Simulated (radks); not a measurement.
Results of a calculation; reference values are marked as such.
The germanium anion Ge- inside a hard spherical wall (all orbitals vanish at R), configuration held at [Ar] 3d10 4s2 4p3 and not refilled when levels cross. Code: a radial shooting solver on a logarithmic mesh with Libxc functionals. Model: non-relativistic Kohn-Sham, LDA (Slater exchange, VWN5 correlation), spin-unpolarised, spherical densities, point nucleus. Eigenvalues in eV, with the zero of energy where the potential of the charges vanishes at infinity; a dash marks a level that is unbound or too diffuse for the functional's potential to be trusted. A positive occupied level is held by the wall or, in an anion where self-interaction has pushed it up, behind a barrier. The pressure on the wall is -dE/dV.

R (bohr)  E (hartree)  kinetic (hartree)    e(3p)    e(3d)   e(4s)   e(4p)  e(5s, empty)  e(5p, empty)  pressure (GPa)
15        -2073.84990           2071.816  -107.92  -24.176  -5.658   1.314         2.497         3.218         0.00386
12        -2073.84758           2071.825  -107.65  -23.907  -5.416   1.527         3.231         4.463          0.0237
10        -2073.84234           2071.845  -107.24  -23.499  -5.063   1.849         4.232         6.081           0.103
2.5       -2068.89185           2086.625  -73.061   10.010  34.095  48.696        144.34        159.86            2970
2         -2061.86354           2106.613  -51.185   32.344  75.273  94.711        267.64        284.78           13700
1.5       -2037.45493           2173.512   -0.074   87.675  202.55  227.71        587.38        598.12           95900
